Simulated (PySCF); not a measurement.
H9NOSi3.
Cartesian coordinates in Å at the GFN2-xTB level; atoms count from 1:
```
atom  x, y, z in Å
N1    -3.0564    0.0964    0.1525
Si2   -1.5514   -0.5920    0.6504
Si3    0.0463    0.9046   -0.0320
O4     1.4683    0.2036    0.3328
Si5    2.9813   -0.3507    0.3647
H6    -3.8996   -0.4383    0.2833
H7    -3.2457    1.0663    0.3457
H8    -1.5614   -1.9080   -0.0083
H9    -1.5045   -0.9038    2.1000
H10    0.0832    2.1970    0.6751
H11    0.1091    1.2329   -1.4638
H12    3.1307   -1.2637   -0.7673
H13    3.8926    0.7870    0.2533
H14    3.1068   -1.0318    1.6515
```

Computed with B3LYP/def2-SVPD in PySCF (dipole) on a GFN2-xTB geometry, gas phase.

Masses are those of the commonest isotopes; rigid-rotor values at the optimised geometry. The values belong to one conformer with, in the numbering `[NH2:1][SiH2:2][SiH2:3][O:4][SiH3:5]`, H–N1–Si2–Si3 175° and -47°, N1–Si2–Si3–O4 -176°.

Q: Give the principal moments of inertia and the rotational constants in cm⁻¹.

A: Ia = 68.89, Ib = 552.48, Ic = 602.47 u·Å²; 505379 MHz·u·Å²/I gives 7336, 914.8 and 838.8 MHz, that is A = 0.24471, B = 0.03051, C = 0.02798 cm⁻¹.

Q: Classify the top.

A: A near-prolate asymmetric top; Ray's κ = -0.977.

Q: Is it planar, by Δ = Ic − Ia − Ib?

A: Not planar: Δ = Ic − Ia − Ib = -18.89 u·Å². For a rigid frame Δ = −2 Σ m c², so Σ m c² = 9.45 u·Å² lies off the ab plane: 8.72 from hydrogen and 0.72 from heavier atoms. The atom farthest from that plane is 1.45 Å away.

Q: Which lines would a microwave search look for?

A: The dipole components are |μa| = 0.96 D, |μb| = 0.15 D, |μc| = 0.48 D. Intensities carry the squares of the components, which stand as 1.00 : 0.03 : 0.25 (a : b : c). Some lines, for components of 0.1 D or more:

| type | branch | J(Ka,Kc) | MHz | lower level (cm⁻¹) |
| --- | --- | --- | --- | --- |
| a | R | 1(0,1) ← 0(0,0) | 1754 | 0.000 |
| a | R | 2(1,2) ← 1(1,1) | 3431 | 0.273 |
| a | R | 2(0,2) ← 1(0,1) | 3507 | 0.058 |
| a | R | 3(1,3) ← 2(1,2) | 5146 | 0.387 |
| a | R | 3(0,3) ← 2(0,2) | 5258 | 0.175 |
| a | R | 3(2,1) ← 2(2,0) | 5263 | 1.037 |
| c | Q | 2(1,2) ← 2(0,2) | 6346 | 0.175 |
| c | Q | 1(1,1) ← 1(0,1) | 6421 | 0.058 |
| b | Q | 2(1,1) ← 2(0,2) | 6574 | 0.175 |
| b | R | 1(1,1) ← 0(0,0) | 8175 | 0.000 |
| c | R | 1(1,0) ← 0(0,0) | 8251 | 0.000 |
| b | R | 2(1,2) ← 1(0,1) | 9853 | 0.058 |
| c | R | 3(1,2) ← 2(0,2) | 11948 | 0.175 |
| c | Q | 3(2,2) ← 3(1,2) | 19151 | 0.574 |
| b | Q | 3(2,1) ← 3(1,2) | 19154 | 0.574 |
| c | Q | 2(2,1) ← 2(1,1) | 19264 | 0.395 |
| b | Q | 3(2,2) ← 3(1,3) | 19606 | 0.559 |
| b | R | 2(2,1) ← 1(1,0) | 22847 | 0.275 |
| c | R | 2(2,0) ← 1(1,0) | 22848 | 0.275 |
| b | R | 2(2,0) ← 1(1,1) | 22924 | 0.273 |
| b | R | 3(2,1) ← 2(1,2) | 24756 | 0.387 |
| c | Q | 3(3,1) ← 3(2,1) | 32294 | 1.213 |
| b | Q | 3(3,0) ← 3(2,1) | 32294 | 1.213 |
| b | R | 3(3,0) ← 2(2,1) | 37558 | 1.037 |

Q: Estimate the classical rotational partition function at 10 K, 25 K and 500 K.

A: Point group C1, symmetry number σ = 1; q = (√π/σ)·√((kT/h)³/(ABC)), k/h = 20836.6 MHz/K: 2250 at 10 K, 8880 at 25 K, 794000 at 500 K.

No GFN2-xTB frequencies stand behind this structure, so it isn't proved a minimum. Constants of a rigid frame at the computed geometry: no zero-point averaging, no centrifugal distortion. A rigid rotor knows nothing of inversion at nitrogen or internal rotation, which can split or shift real lines. Quadrupole hyperfine structure (14N) is left out.

Time: 49 s wall (grids of density and orbitals included); peak memory 0.75 GiB. Hardware: Arm Neoverse N1, one thread, shared host with 64 logical CPUs at a one-minute load of 58. This is the B3LYP/def2-SVPD job that gave the dipole, with the excitations it also computed.
